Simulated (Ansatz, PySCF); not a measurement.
Zn(SeH)2 (H2Se2Zn), SMILES [Zn]([SeH])[SeH].

The structure is a stationary point at B3LYP-D3(BJ)/def2-SVP. The structure was generated by enumeration; whether it is a known compound was not checked. One conformer was computed; it need not be the lowest.

Vertical ionisation energy (IE) and electron affinity (EA) in eV. Rows of orbital energies are one-electron estimates. Where ΔSCF, EOM or ADC give a negative EA the extra electron is unbound and the value depends on the basis.

```
level                                                                  IE     EA
-------------------------------------------------------------------  ----  -----
−ε(HOMO), −ε(LUMO), HF/def2-TZVPD (PySCF)                            9.64  -1.09
−ε(HOMO), −ε(LUMO), PBE/def2-TZVPD (PySCF)                           6.08   2.11
ΔSCF, PBE0/def2-SVPD (Ansatz), final states of multiplicity 2 and 2  9.03  -0.07
ΔSCF, PBE/def2-SVPD (Ansatz), final states of multiplicity 2 and 2   8.68   0.05
```

**Question.** What vertical singlet–triplet gap does ΔSCF give with PBE0/def2-SVPD (Ansatz, an electronic-structure program) and with PBE/def2-SVPD (Ansatz)? (The exact figures need the calculation; the answer reports its results.)

**Answer.** 4.33 and 3.88 eV (triplet above singlet where positive).
